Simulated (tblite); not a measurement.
Parent: `[cH:1]1[cH:2][p-:3][cH:4][p:5]1` (charge -1), [C3H3P2]-.

Computed geometry: GFN2-xTB, gas phase. One conformer each, not checked by frequencies here.

| coordinate of the parent | value |
| --- | --- |
| C1–C2 | 1.369 Å |
| C2–P3 | 1.744 Å |
| P3–C4 | 1.727 Å |
| C4–P5 | 1.727 Å |
| C1–P5 | 1.744 Å |
| C2–C1–P5 | 117.4° |
| C1–C2–P3 | 117.4° |
| C2–P3–C4 | 93.2° |
| P3–C4–P5 | 118.8° |
| C1–P5–C4 | 93.2° |

Task: How does the shared frame change in `[CH2:1]=[CH:2][c:3]1[cH:4][p:5][cH:6][p-:7]1` (charge -1) with C1–C2–C3–C4 0°, [C5H5P2]-? Atoms pair as C1 = C3, C2 = C4, P3 = P5, C4 = C6, P5 = P7 (parent first).

Result: 
```csv
parent,relative,value in the relative,change
C1–C2,C3–C4,1.387 Å,+0.018
C2–P3,C4–P5,1.732 Å,-0.012
P3–C4,P5–C6,1.735 Å,+0.008
C4–P5,C6–P7,1.720 Å,-0.007
C1–P5,C3–P7,1.768 Å,+0.024
C2–C1–P5,C4–C3–P7,115.5°,-1.9
C1–C2–P3,C3–C4–P5,118.4°,+1.0
C2–P3–C4,C4–P5–C6,93.5°,+0.3
P3–C4–P5,P5–C6–P7,118.7°,-0.1
C1–P5–C4,C3–P7–C6,93.9°,+0.7
```

Of the parent's bonds, C1–P5 changes most (+0.024 Å). Bonds of the relative outside the shared frame: C1=C2 1.335, C2–C3 1.440 Å. Point group C2v → Cs.

Task: How does the shared frame change in `[SiH3:1][c:2]1[cH:3][p-:4][cH:5][p:6]1` (charge -1), [C3H5P2Si]-? Atoms pair as C1 = C2, C2 = C3, P3 = P4, C4 = C5, P5 = P6 (parent first).

Result: 
| parent | relative | value in the relative | change |
| --- | --- | --- | --- |
| C1–C2 | C2–C3 | 1.379 Å | +0.010 |
| C2–P3 | C3–P4 | 1.739 Å | -0.005 |
| P3–C4 | P4–C5 | 1.730 Å | +0.003 |
| C4–P5 | C5–P6 | 1.724 Å | -0.003 |
| C1–P5 | C2–P6 | 1.764 Å | +0.020 |
| C2–C1–P5 | C3–C2–P6 | 115.4° | -2.0 |
| C1–C2–P3 | C2–C3–P4 | 118.7° | +1.3 |
| C2–P3–C4 | C3–P4–C5 | 93.2° | 0.0 |
| P3–C4–P5 | P4–C5–P6 | 118.7° | -0.1 |
| C1–P5–C4 | C2–P6–C5 | 94.0° | +0.8 |

Of the parent's bonds, C1–P5 changes most (+0.020 Å). Bonds of the relative outside the shared frame: Si1–C2 1.858 Å. Point group C2v → Cs.
